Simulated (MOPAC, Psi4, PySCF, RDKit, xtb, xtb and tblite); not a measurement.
Two geometries of SMILES CO/C=C\[SiH3], relaxed at GFN2-xTB with one dihedral held; other torsions can differ between them too.

Structure A

```
13

C      2.2035     0.3704     0.5016
O      0.8079     0.3264     0.3395
C      0.3252    -0.6864    -0.4290
C     -0.9436    -1.0642    -0.3373
Si    -2.1044    -0.2463     0.8875
H      2.4277     1.3026     1.0172
H      2.5596    -0.4718     1.1055
H      2.7194     0.3568    -0.4654
H      1.0432    -1.1396    -1.1113
H     -1.2869    -1.8365    -1.0070
H     -2.3192     1.1607     0.5422
H     -1.5523    -0.3416     2.2408
H     -3.3840    -0.9626     0.8309
```

Structure B

```
13

C     -2.2047     0.4046     0.4333
O     -0.8073     0.3905     0.2733
C     -0.3100    -0.6682    -0.4273
C      0.6784    -0.5029    -1.2951
Si     1.3862     1.2087    -1.6015
H     -2.4329     1.2152     1.1231
H     -2.5675    -0.5427     0.8505
H     -2.7091     0.5863    -0.5220
H     -0.7912    -1.6255    -0.2235
H      1.0881    -1.3789    -1.7727
H      0.3102     2.1244    -1.9878
H      2.0664     1.7162    -0.4090
H      2.3473     1.0962    -2.7049
```

Which is lower in energy at the level DF-MP2 (frozen core)/cc-pVTZ // GFN2-xTB in Psi4, and by how much?

A is lower, by 0.64 kcal/mol (dihedral C1–O2–C3–C4: 160° in A, 140° in B).

E(B) − E(A) in kcal/mol at the other levels, on the same two geometries: GFN2-xTB (xtb and tblite) 0.83; MMFF94 // GFN2-xTB (RDKit) 0.85; PBE0/def2-TZVP // GFN2-xTB (Psi4) 0.87; PBE0-D3(BJ)/def2-TZVP // GFN2-xTB (Psi4) 0.78; PBE/def2-TZVP // GFN2-xTB (Psi4) 0.97; PBE-D3(BJ)/def2-TZVP // GFN2-xTB (Psi4) 0.89; HF/cc-pVTZ // GFN2-xTB (Psi4) 0.58; UFF // GFN2-xTB (RDKit) 3.01; PM7, restricted, heats of formation // GFN2-xTB (MOPAC) 0.78; AM1, restricted, heats of formation // GFN2-xTB (MOPAC) 0.54; GFN1-xTB // GFN2-xTB (xtb) 0.81; restricted B3LYP/6-31G*, spherical d // GFN2-xTB (PySCF) 0.73; restricted M06-2X/6-31G*, spherical d // GFN2-xTB (PySCF) 0.57; restricted B3LYP/3-21G // GFN2-xTB (PySCF) 0.47; restricted B3LYP/LANL2DZ, with its core potentials past Ne // GFN2-xTB (PySCF) 0.89.

MMFF94 has few fitted parameters for silicon.
